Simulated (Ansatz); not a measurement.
GaO3H3, relaxed as a singlet with RKS PBE-D4/def2-SVP in Ansatz, starting from the GFN1-xTB geometry. Force threshold 0.02 eV/Å.

The structure comes from a short search, and lower isomers may exist.

Start:

```xyz
7

Ga    0.219    0.066   -0.062
O     1.886    0.166    0.408
O    -0.248    0.655   -1.637
O    -0.936   -0.625    1.069
H    -1.164    0.629   -1.911
H     2.107   -0.173    1.278
H    -1.864   -0.717    0.856
```

Problem. Estimate the energy that the relaxation releases and the steps that it takes.

Solution. 0.15 eV, in 6 steps; 4.4 s on 4 threads of Arm Neoverse V1 on a shared host. No frequencies were taken in this run, so the end may be a saddle point.

Problem. Does the start keep its bonding and symmetry?

Solution. By distances, no bond broke or formed. The bond that changes most is Ga1–O2, from 1.74 to 1.79 Å (atoms count from 1). Point group Cs at the start, Cs at the end, both within 0.05 Å.

Problem. Predict the relaxed structure.

Solution. 
```tsv
atom	x (Å)	y (Å)	z (Å)
Ga1	0.206	0.065	-0.062
O2	1.933	0.179	0.394
O3	-0.233	0.690	-1.688
O4	-0.935	-0.661	1.133
H5	-1.186	0.597	-1.870
H6	2.067	-0.185	1.289
H7	-1.852	-0.685	0.805
```
Bond lengths: 3 × Ga–O 1.79 to 1.80 Å; 3 × H–O 0.97 to 0.98 Å.
